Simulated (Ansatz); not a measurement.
`O=CB[TeH]` + PH₃ → `P[TeH]` + `BC=O` at 600 K and 1 bar (ligand exchange at a Te–B bond).

Isolated molecules relaxed with PBE0-D4/def2-TZVP in Ansatz; ΔE leaves out vibrations. CBS: MP2 limit from def2 TZ/QZ plus the TZ coupled-cluster correction, frozen cores. This one scheme is used for every species. Elements past krypton have def2 core potentials. For Te outer-core shells are correlated without core-valence functions, which leaves a few kJ/mol of doubt a bond. Each species was taken in one conformer, which may not be the lowest.

```json
{"species": "`O=CB[TeH]`", "CCSD(T)/CBS energy (Eh)": "-407.52349", "H − E (kJ/mol)": "145.2", "S (J/(mol·K))": "399.1"}
{"species": "PH₃", "CCSD(T)/CBS energy (Eh)": "-342.72256", "H − E (kJ/mol)": "86.3", "S (J/(mol·K))": "240.2"}
{"species": "`P[TeH]`", "CCSD(T)/CBS energy (Eh)": "-610.46278", "H − E (kJ/mol)": "98.4", "S (J/(mol·K))": "337.9"}
{"species": "`BC=O`", "CCSD(T)/CBS energy (Eh)": "-139.76288", "H − E (kJ/mol)": "135.1", "S (J/(mol·K))": "316.8"}
```

H − E and S are ideal-gas, rigid-rotor, harmonic terms from PBE0-D4/def2-TZVP, for one conformer and one mirror image of each species. 1 Eh = 2625.50 kJ/mol, R = 8.31446 J/(mol·K).

Question: By hand: ΔE, ΔH, ΔS and ΔG.

Answer: ΔE = (-610.46278) + (-139.76288) − (-407.52349) − (-342.72256) = 0.02039 Eh = 53.5 kJ/mol. Δ(H − E) = 98.4 + 135.1 − 145.2 − 86.3 = 2.0, so ΔH = 55.5 kJ/mol. ΔS = 337.9 + 316.8 − 399.1 − 240.2 = 15.4 J/(mol·K). ΔG = 55.5 − 600 × (15.4)/1000 = 46.3 kJ/mol.

Question: By hand: the equilibrium constant, and the temperature at which ΔG would vanish if ΔH and ΔS stayed fixed.

Answer: log₁₀ K = −ΔG/(RT ln 10) = -4.0. ΔG = 0 at ΔH/ΔS = 3604 K, far beyond where these terms or the molecules hold.

ΔH outweighs TΔS. A doubt of 5 kJ/mol in ΔE shifts log₁₀ K by 0.4 here. Other conformers and mirror images would add mixing entropy, several J/(mol·K) or more a flexible species. Modes under 60 cm⁻¹, often nearly free rotors, make the harmonic entropy too high. These are equilibria of isolated gas molecules and say nothing of rates. Largest T1 diagnostic: 0.021 (customary marks: 0.02 for closed shells, 0.045 for open ones).
